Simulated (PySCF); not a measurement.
Computed shifts of a molecule C₃H₉BFN, PBE/pcSseg-1 (PySCF), GIAO, gas phase, equivalent atoms averaged, in ppm (number of nuclei): ¹³C: 25.0 (1), 22.6 (1), 22.0 (1). ¹⁵N: 86.7 (1). ¹⁹F: -131.1 (1). ¹H: 3.17 (2), 1.49 (2), 1.33 (3), 1.03 (2). References: ¹³C against TMS (σ = 182.0 ppm); ¹¹B against BF3 (σ = 83.9 ppm); ¹⁵N against NH3 (σ = 267.0 ppm); ¹⁹F against CFCl3 (σ = 133.6 ppm); ¹H against TMS (σ = 31.49 ppm), references at their B3LYP-D3(BJ)/def2-TZVP geometries, non-relativistic. Geometry optimised at B3LYP-D3(BJ)/def2-SVP. Other conformers were not sampled.

**Question.** Identify the compound among the candidates.
A. CB(N)[C@H](C)F
B. CNB(C)CF
C. CCCB(N)F
D. CCN(C)BF

**Answer.** C, CCCB(N)F
